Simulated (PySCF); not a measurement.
## A small calculation by hand: oscillator strength and radiative lifetime

CH5InS2, SMILES [CH3][In]([SH])[SH].

Coordinates come from a B3LYP-D3(BJ)/def2-SVP optimisation. The structure was generated by enumeration; whether it is a known compound was not checked. The def2 effective core potentials stand for the cores of In; spin–orbit coupling is left out. Other conformers were not sampled.

TDA-PBE/def2-SVPD (PySCF) puts the first singlet state with f over 0.02 at 4.46 eV (vertical), with the transition dipole (-0.143, -0.547, -0.080) in atomic units.

Problem. Find the oscillator strength, the wavelength and the radiative lifetime that this transition would have in vacuum if emission retraced absorption.

Solution. 
|μ|² = 0.3261 au, so |μ| = 1.45 D. ΔE = 4.46/27.211 = 0.1639 hartree. f = (2/3) ΔE |μ|² = 0.036 (the program prints 0.036).
λ = 1239.84/4.46 = 278 nm; ν = 35972 cm⁻¹.
Einstein's coefficient A = 0.6670 ν² f s⁻¹ (ν in cm⁻¹) = 3.1e7 s⁻¹, so τ = 1/A = 33 ns. This state is S2; the lower singlet has f = 0.000. The figure is the radiative limit of this one transition; relaxation, internal conversion, crossing to triplets and a medium change what is measured.
